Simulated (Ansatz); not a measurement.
Molecular dynamics of H2In

input.yaml

```yaml
crystal:
  periodic: [false, false, false]
  atoms:
    - { symbol: In, position_ang: [0.390227, -0.431462, 0.151976] }
    - { symbol: H, position_ang: [0.691224, 1.271398, 0.522305] }
    - { symbol: H, position_ang: [-1.09235, -0.904737, -0.687581] }
magnetization:
  spin_polarized: true
  initial_magnetization: 1
basis:
  gaussian: { orbitals: def2-SVP }
hamiltonian:
  xc: pbe0
  dispersion: d4
md:
  timestep: 0.5
  n_steps: 266
  ensemble: nve
  temperature: 300.0
  initial_velocities: maxwell_boltzmann
  seed: 721296
  masses: [{ species: H, mass: 2.014 }]
```

Launched with:

```bash
$ ansatz run input.yaml --threads 1 --pin off --max-ram 2048MiB --backend cpu --events-out ev --progress --plain --runs-dir out
```

It starts from a relaxed structure.

Output, in part (one step line in 5, the closing report, with atoms numbered from 0):

```
md step     0: t =     0.00 fs  T =   300.0 K  F+E_penalty+E_count = -5204.51115057 eV  E_kin = 0.038778 eV  conserved = -5204.47237257 eV  (23 SCF iters)
md step     5: t =     2.50 fs  T =   244.9 K  F+E_penalty+E_count = -5204.50400815 eV  E_kin = 0.031651 eV  conserved = -5204.47235690 eV  (25 SCF iters)
md step    10: t =     5.00 fs  T =   133.4 K  F+E_penalty+E_count = -5204.48955030 eV  E_kin = 0.017238 eV  conserved = -5204.47231231 eV  (22 SCF iters)
md step    15: t =     7.50 fs  T =    88.0 K  F+E_penalty+E_count = -5204.48367311 eV  E_kin = 0.011374 eV  conserved = -5204.47229946 eV  (19 SCF iters)
md step    20: t =    10.00 fs  T =   143.3 K  F+E_penalty+E_count = -5204.49086639 eV  E_kin = 0.018529 eV  conserved = -5204.47233707 eV  (26 SCF iters)
md step    25: t =    12.50 fs  T =   199.9 K  F+E_penalty+E_count = -5204.49821083 eV  E_kin = 0.025844 eV  conserved = -5204.47236680 eV  (26 SCF iters)
md step    30: t =    15.00 fs  T =   170.8 K  F+E_penalty+E_count = -5204.49443205 eV  E_kin = 0.022077 eV  conserved = -5204.47235543 eV  (25 SCF iters)
md step    35: t =    17.50 fs  T =    79.7 K  F+E_penalty+E_count = -5204.48262651 eV  E_kin = 0.010302 eV  conserved = -5204.47232496 eV  (25 SCF iters)
md step    40: t =    20.00 fs  T =    11.2 K  F+E_penalty+E_count = -5204.47375829 eV  E_kin = 0.001454 eV  conserved = -5204.47230446 eV  (21 SCF iters)
md step    45: t =    22.50 fs  T =    25.4 K  F+E_penalty+E_count = -5204.47559556 eV  E_kin = 0.003289 eV  conserved = -5204.47230691 eV  (21 SCF iters)
md step    50: t =    25.00 fs  T =   115.3 K  F+E_penalty+E_count = -5204.48723007 eV  E_kin = 0.014899 eV  conserved = -5204.47233079 eV  (25 SCF iters)
md step    55: t =    27.50 fs  T =   212.3 K  F+E_penalty+E_count = -5204.49980152 eV  E_kin = 0.027442 eV  conserved = -5204.47235965 eV  (24 SCF iters)
md step    60: t =    30.00 fs  T =   236.9 K  F+E_penalty+E_count = -5204.50298493 eV  E_kin = 0.030619 eV  conserved = -5204.47236575 eV  (25 SCF iters)
md step    65: t =    32.50 fs  T =   179.1 K  F+E_penalty+E_count = -5204.49549123 eV  E_kin = 0.023157 eV  conserved = -5204.47233431 eV  (23 SCF iters)
md step    70: t =    35.00 fs  T =   129.1 K  F+E_penalty+E_count = -5204.48899747 eV  E_kin = 0.016694 eV  conserved = -5204.47230359 eV  (20 SCF iters)
md step    75: t =    37.50 fs  T =   168.8 K  F+E_penalty+E_count = -5204.49414120 eV  E_kin = 0.021820 eV  conserved = -5204.47232115 eV  (20 SCF iters)
md step    80: t =    40.00 fs  T =   252.2 K  F+E_penalty+E_count = -5204.50495539 eV  E_kin = 0.032596 eV  conserved = -5204.47235964 eV  (26 SCF iters)
md step    85: t =    42.50 fs  T =   272.8 K  F+E_penalty+E_count = -5204.50763591 eV  E_kin = 0.035268 eV  conserved = -5204.47236748 eV  (25 SCF iters)
md step    90: t =    45.00 fs  T =   201.9 K  F+E_penalty+E_count = -5204.49844442 eV  E_kin = 0.026100 eV  conserved = -5204.47234447 eV  (25 SCF iters)
md step    95: t =    47.50 fs  T =    99.9 K  F+E_penalty+E_count = -5204.48523517 eV  E_kin = 0.012917 eV  conserved = -5204.47231836 eV  (22 SCF iters)
md step   100: t =    50.00 fs  T =    41.9 K  F+E_penalty+E_count = -5204.47772992 eV  E_kin = 0.005422 eV  conserved = -5204.47230802 eV  (21 SCF iters)
md step   105: t =    52.50 fs  T =    59.3 K  F+E_penalty+E_count = -5204.47997870 eV  E_kin = 0.007661 eV  conserved = -5204.47231784 eV  (22 SCF iters)
md step   110: t =    55.00 fs  T =   123.4 K  F+E_penalty+E_count = -5204.48829156 eV  E_kin = 0.015950 eV  conserved = -5204.47234197 eV  (26 SCF iters)
md step   115: t =    57.50 fs  T =   166.3 K  F+E_penalty+E_count = -5204.49385297 eV  E_kin = 0.021492 eV  conserved = -5204.47236120 eV  (25 SCF iters)
md step   120: t =    60.00 fs  T =   138.3 K  F+E_penalty+E_count = -5204.49023055 eV  E_kin = 0.017879 eV  conserved = -5204.47235121 eV  (24 SCF iters)
md step   125: t =    62.50 fs  T =    74.0 K  F+E_penalty+E_count = -5204.48188065 eV  E_kin = 0.009564 eV  conserved = -5204.47231618 eV  (24 SCF iters)
md step   130: t =    65.00 fs  T =    70.1 K  F+E_penalty+E_count = -5204.48136869 eV  E_kin = 0.009064 eV  conserved = -5204.47230452 eV  (20 SCF iters)
md step   135: t =    67.50 fs  T =   157.6 K  F+E_penalty+E_count = -5204.49270722 eV  E_kin = 0.020371 eV  conserved = -5204.47233627 eV  (23 SCF iters)
md step   140: t =    70.00 fs  T =   251.5 K  F+E_penalty+E_count = -5204.50487434 eV  E_kin = 0.032508 eV  conserved = -5204.47236585 eV  (25 SCF iters)
md step   145: t =    72.50 fs  T =   266.6 K  F+E_penalty+E_count = -5204.50682722 eV  E_kin = 0.034466 eV  conserved = -5204.47236104 eV  (26 SCF iters)
md step   150: t =    75.00 fs  T =   209.3 K  F+E_penalty+E_count = -5204.49939526 eV  E_kin = 0.027058 eV  conserved = -5204.47233770 eV  (25 SCF iters)
md step   155: t =    77.50 fs  T =   144.0 K  F+E_penalty+E_count = -5204.49092997 eV  E_kin = 0.018610 eV  conserved = -5204.47231949 eV  (22 SCF iters)
md step   160: t =    80.00 fs  T =   123.9 K  F+E_penalty+E_count = -5204.48833475 eV  E_kin = 0.016017 eV  conserved = -5204.47231761 eV  (22 SCF iters)
md step   165: t =    82.50 fs  T =   155.3 K  F+E_penalty+E_count = -5204.49240833 eV  E_kin = 0.020076 eV  conserved = -5204.47233237 eV  (24 SCF iters)
md step   170: t =    85.00 fs  T =   196.2 K  F+E_penalty+E_count = -5204.49771097 eV  E_kin = 0.025357 eV  conserved = -5204.47235354 eV  (25 SCF iters)
md step   175: t =    87.50 fs  T =   187.7 K  F+E_penalty+E_count = -5204.49662602 eV  E_kin = 0.024265 eV  conserved = -5204.47236101 eV  (25 SCF iters)
md step   180: t =    90.00 fs  T =   115.6 K  F+E_penalty+E_count = -5204.48727902 eV  E_kin = 0.014940 eV  conserved = -5204.47233884 eV  (24 SCF iters)
md step   185: t =    92.50 fs  T =    45.0 K  F+E_penalty+E_count = -5204.47812783 eV  E_kin = 0.005817 eV  conserved = -5204.47231129 eV  (20 SCF iters)
md step   190: t =    95.00 fs  T =    51.0 K  F+E_penalty+E_count = -5204.47890975 eV  E_kin = 0.006591 eV  conserved = -5204.47231871 eV  (20 SCF iters)
md step   195: t =    97.50 fs  T =   116.2 K  F+E_penalty+E_count = -5204.48736778 eV  E_kin = 0.015021 eV  conserved = -5204.47234677 eV  (26 SCF iters)
md step   200: t =   100.00 fs  T =   164.4 K  F+E_penalty+E_count = -5204.49359981 eV  E_kin = 0.021244 eV  conserved = -5204.47235562 eV  (26 SCF iters)
md step   205: t =   102.50 fs  T =   164.3 K  F+E_penalty+E_count = -5204.49358371 eV  E_kin = 0.021239 eV  conserved = -5204.47234428 eV  (25 SCF iters)
md step   210: t =   105.00 fs  T =   142.6 K  F+E_penalty+E_count = -5204.49076200 eV  E_kin = 0.018430 eV  conserved = -5204.47233196 eV  (25 SCF iters)
md step   215: t =   107.50 fs  T =   135.0 K  F+E_penalty+E_count = -5204.48978169 eV  E_kin = 0.017456 eV  conserved = -5204.47232600 eV  (24 SCF iters)
md step   220: t =   110.00 fs  T =   158.9 K  F+E_penalty+E_count = -5204.49287104 eV  E_kin = 0.020542 eV  conserved = -5204.47232891 eV  (21 SCF iters)
md step   225: t =   112.50 fs  T =   204.8 K  F+E_penalty+E_count = -5204.49880958 eV  E_kin = 0.026469 eV  conserved = -5204.47234107 eV  (23 SCF iters)
md step   230: t =   115.00 fs  T =   238.3 K  F+E_penalty+E_count = -5204.50316133 eV  E_kin = 0.030808 eV  conserved = -5204.47235370 eV  (25 SCF iters)
md step   235: t =   117.50 fs  T =   225.9 K  F+E_penalty+E_count = -5204.50155384 eV  E_kin = 0.029201 eV  conserved = -5204.47235244 eV  (24 SCF iters)
md step   240: t =   120.00 fs  T =   174.8 K  F+E_penalty+E_count = -5204.49492366 eV  E_kin = 0.022589 eV  conserved = -5204.47233509 eV  (24 SCF iters)
md step   245: t =   122.50 fs  T =   132.4 K  F+E_penalty+E_count = -5204.48944547 eV  E_kin = 0.017119 eV  conserved = -5204.47232606 eV  (20 SCF iters)
md step   250: t =   125.00 fs  T =   125.3 K  F+E_penalty+E_count = -5204.48852748 eV  E_kin = 0.016192 eV  conserved = -5204.47233593 eV  (23 SCF iters)
md step   255: t =   127.50 fs  T =   129.3 K  F+E_penalty+E_count = -5204.48905742 eV  E_kin = 0.016713 eV  conserved = -5204.47234456 eV  (26 SCF iters)
md step   260: t =   130.00 fs  T =   119.4 K  F+E_penalty+E_count = -5204.48777151 eV  E_kin = 0.015430 eV  conserved = -5204.47234151 eV  (25 SCF iters)
md step   265: t =   132.50 fs  T =    99.5 K  F+E_penalty+E_count = -5204.48519302 eV  E_kin = 0.012857 eV  conserved = -5204.47233630 eV  (25 SCF iters)
md step   266: t =   133.00 fs  T =    95.6 K  F+E_penalty+E_count = -5204.48468737 eV  E_kin = 0.012352 eV  conserved = -5204.47233553 eV  (27 SCF iters)
Total energy: -5204.48471700 eV, -191.2612856233 hartree
Atom 0 at     0.391827    -0.434376     0.152456 Å, force     0.111870     0.586888     0.131915 eV/Å
Atom 1 at     0.608601     1.335080     0.486720 Å, force     0.081088    -0.387013    -0.005445 eV/Å
Atom 2 at    -1.100924    -0.802266    -0.679349 Å, force    -0.192958    -0.199875    -0.126470 eV/Å
Dipole moment:     0.074444    -0.120094     0.024260 e Å
```

All steps were run. The conserved energy stayed within 0.025 meV per atom of its start (net change 0.012 meV per atom), so the integration is sound. The temperature averaged 0.52 of the 300 K drawn at the start: a run that starts near a minimum puts about half its kinetic energy into the potential. A run of 0.13 ps of so small a system gives no equilibrium averages.

The same pairs are bonded in the first frame and the last. Pairs count as bonded within 1.25 times the sum of covalent radii (0.12 Å more for H–H).

Last frame:

```xyz
3
Properties=species:S:1:pos:R:3
In 0.392 -0.434 0.152
H 0.609 1.335 0.487
H -1.101 -0.802 -0.679
```

The run took 4.9 min on 1 thread of Arm Neoverse V1, with other jobs on the host, peak memory 0.095 GiB.
